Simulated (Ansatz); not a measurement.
Molecule: SeI₂ (charge -1, doublet). 
Structure (B3LYP-D3(BJ)/def2-TZVP (Ansatz, a first-principles code) minimum search):
```
Se
I 1 2.7775
I 1 2.7775 2 148.28
```
Charge -1, spin multiplicity 2.

Basis-set convergence of Hartree-Fock and MP2 correlation energies (hartree) with Ansatz. Valence correlation only, unless marked. UHF or UKS for open shells. No spin-orbit coupling. Frozen are the shells of the preceding noble gas and the d and f shells that filled before the atom's block. In def2 rows, elements after Kr have scalar-relativistic effective core potentials. This anion needs diffuse functions, which these sets lack.

```
basis       functions        E(HF)  E(corr, MP2)
----------  ---------  -----------  ------------
def2-SVP           84  -2992.95028      -0.30511
def2-TZVPP        148            …             …
```

Q: Fill in the missing entries.

A: 
- def2-TZVPP, E(HF): -2993.26924
- def2-TZVPP, E(corr, MP2): -0.42689
